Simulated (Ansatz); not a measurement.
Hg₂O was relaxed with PBE-D4 (def2-TZVP) in Ansatz in these states: neutral quintet, neutral singlet, neutral triplet. The geometries follow in no particular order.

In the def2 sets Hg takes a core potential; there is no spin–orbit coupling.

A:

```
atom   x (Å)   y (Å)   z (Å)
 Hg1   0.929  -1.378   0.333
 Hg2   0.192   1.604  -0.511
  O3  -1.121  -0.227   0.178
```

B:

```csv
atom,x (Å),y (Å),z (Å)
Hg1,1.180,-1.300,0.419
Hg2,-0.599,1.313,-1.085
O3,-0.581,-0.012,0.666
```

C:

```xyz
3

Hg   -1.047    0.678    1.627
Hg    1.048   -0.678   -1.626
O    -0.001    0.000   -0.001
```

**Question.** Judge from the bond lengths which geometry belongs to which state (an estimate).

**Answer.** A is the neutral quintet (Hg2–O3 2.356 Å, Hg1–O3 2.356 Å); B is the neutral triplet (Hg2–O3 2.196 Å, Hg1–O3 2.196 Å); C is the neutral singlet (Hg2–O3 2.050 Å, Hg1–O3 2.050 Å).

At PBE0-D4/def2-TZVP a singlet lies 4.24 eV below the neutral quintet. These are the stationary points nearest to one start from a short search; other shapes may lie lower in each state.
